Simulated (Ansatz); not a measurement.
A run for Ansatz (a program for electronic structure): U-B3LYP/def2-TZVPP on CHO2 (SMILES [O]C=O), 2S+1 = 2, atoms moved off the minimum.

Ansatz 0.2 input:
```yaml
crystal:
  periodic: [false, false, false]
  atoms:
    - {symbol: O, position_ang: [1.17972699, -0.04765343, 0.03675239]}
    - {symbol: C, position_ang: [-0.00664476, 0.19409578, 0.01471117]}
    - {symbol: O, position_ang: [-1.15511862, -0.24545445, 0.01117159]}
    - {symbol: H, position_ang: [-0.21926176, 1.31952853, -0.03199299]}
basis:
  gaussian:
    orbitals: def2-TZVPP
hamiltonian:
  xc: {name: B3LYP}
magnetization: {spin_polarized: true, initial_magnetization: 1}
output: {forces: true}
```

Q: Give the final energy of this run.

A: -189.1648 hartree.
